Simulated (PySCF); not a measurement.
# How methods differ on the ionisation energy of Tm⁵⁹⁺

Tm⁵⁹⁺ [Ne] (1S) → Tm⁶⁰⁺ [He] 2s2 2p5 (2P), as a difference of total energies. All numbers are calculated (PySCF 2.14, the spin-free X2C one-electron Hamiltonian (Gaussian nucleus), in an even-tempered Gaussian basis (19 s from 37 bohr⁻², ratio 2.2; 13 p from 48 bohr⁻², ratio 2.2; 5 d from 190 bohr⁻², ratio 2.4; 5 f from 280 bohr⁻², ratio 2.4; 4 g from 430 bohr⁻², ratio 2.4)). Correlated levels: nothing frozen; virtual orbitals above 40 to 60 times the deepest correlated orbital energy dropped. The calculations carry no spin-orbit coupling.

| method | ionisation energy (eV) |
| --- | --- |
| UHF | 13676.1 |
| LDA | 13670.1 |
| PBE | 13671.5 |
| PBE0 | 13673.2 |
| r2SCAN | 13677.3 |
| B3LYP | 13673.9 |
| M06-L | 13677.0 |
| MP2 (all electrons) | 13678.0 |
| SCS-MP2 (all electrons) | 13677.8 |

A first-order spin-orbit estimate (lowest level to lowest level, LS coupling) adds -315.2 eV.

For this ion Breit and QED terms and the two-electron picture change, all absent here, outweigh the differences among the correlated methods.

For comparison: 13347 ± 7 eV (theoretical estimate listed by NIST; NIST Atomic Spectra Database, ionization energies).
